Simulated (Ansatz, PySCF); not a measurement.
System: CCl₂F, net charge 0, doublet state. SMILES: F[C](Cl)Cl
Coordinates optimised at B3LYP-D3(BJ)/def2-TZVP (Ansatz, a quantum-chemistry and plane-wave program):
```
C
F 1 1.3289
Cl 1 1.7235 2 113.28
Cl 1 1.7235 2 113.28 3 137.42
```
Charge 0, spin multiplicity 2.

Wanted: atomisation energy, in kcal/mol. Set-up: 6-31G* and kin with 6d, 5d where marked; no dispersion term unless named; UHF or UKS for open shells; non-relativistic; spin-orbit terms left out; atomisation electronic, to ground-state atoms; frozen cores in correlated levels. CBS marks a two-point X^-3 extrapolation of the correlation energy; Hartree-Fock from the larger set. [CCSD(T)-MP2]/basis is that difference in the basis named. Ab initio and DFT rows: single points at B3LYP-D3(BJ) geometries (Ansatz).

```tsv
species	coefficient	E at M06-2X/6-31G* (5d) (PySCF), Eh	E at PBE/def2-TZVPD (Ansatz), Eh
F[C](Cl)Cl	-1	-1058.13725	-1057.86225
C atom	+1	-37.82757	-37.79605
Cl atom	+2	-460.09600	-459.95933
F atom	+1	-99.68153	-99.67049
```

Coupled cluster (Ansatz) is a level with limits of its own, used here on species with T1 under 0.025 (0.045 for open shells) and stable references: RI-MP2/CBS(cc-pV(T+d)Z,cc-pV(Q+d)Z)+[CCSD(T)-MP2]/cc-pV(T+d)Z. Value to compare with, RI-MP2/CBS(cc-pV(T+d)Z,cc-pV(Q+d)Z)+[CCSD(T)-MP2]/cc-pV(T+d)Z (Ansatz): 273.6 kcal/mol. 1 Eh = 627.5095 kcal/mol.

### Question
Compute it at each level from the table, and compare with RI-MP2/CBS(cc-pV(T+d)Z,cc-pV(Q+d)Z)+[CCSD(T)-MP2]/cc-pV(T+d)Z (Ansatz).

### Answer

- M06-2X/6-31G* (5d): the sum of coefficient times E is 0.43615 Eh, or 273.69 kcal/mol. Result: 273.7 kcal/mol. Its difference against RI-MP2/CBS(cc-pV(T+d)Z,cc-pV(Q+d)Z)+[CCSD(T)-MP2]/cc-pV(T+d)Z (Ansatz) is 0.1 kcal/mol.
- PBE/def2-TZVPD: the sum of coefficient times E is 0.47705 Eh, or 299.35 kcal/mol. Result: 299.4 kcal/mol. Its difference against RI-MP2/CBS(cc-pV(T+d)Z,cc-pV(Q+d)Z)+[CCSD(T)-MP2]/cc-pV(T+d)Z (Ansatz) is 25.8 kcal/mol.
